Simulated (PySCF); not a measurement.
Level of theory: delta-SCF UKS SCAN, pcX-2 on the ionised atom, pcseg-1 elsewhere, spin-free X2C (PySCF). Geometries: PBE0-D3(BJ)/def2-SVP; isolated species, one conformer each. Kα1 is taken as the energy difference of the 1s-hole and 2p3/2-hole states at the ground state's geometry. The 2p values aren't plain energy differences: one relaxed spin-free 2p hole is combined with a matrix within the shell (ground-state 2p orbital-energy differences and spin–orbit coupling). 2p3/2, the mean of its two sublevels, lies a third of the splitting below the shell's mean and 2p1/2 two thirds above it; the statistical areas are 2:1.

```tsv
site	Si 2p3/2 (eV)
silicon in `N#[C][GeH2][SiH3]`	107.30
silicon in `[GaH2][CH2][SiH3]`	106.65
Si2 in `[OH:1][SiH2:2][C:3]#[C:4][SiH3:5]`	107.69
```

What are the Si 1s binding energies, and the Kα1 emission energies that follow?

```csv
site,bonded to,1s (eV),2p3/2 (eV),Kα1 = 1s − 2p3/2 (eV)
silicon in `[GaH2][CH2][SiH3]`,C and 3 H,1846.44,106.65,1739.79
silicon in `N#[C][GeH2][SiH3]`,3 H and Ge,1846.99,107.30,1739.69
Si2 in `[OH:1][SiH2:2][C:3]#[C:4][SiH3:5]`,"O, C and 2 H",1847.66,107.69,1739.97
```

Ranges: 1s 1.22 eV, 2p3/2 1.04 eV, Kα1 0.28 eV. A straight-line fit of 1s on 2p3/2 has slope 1.14.
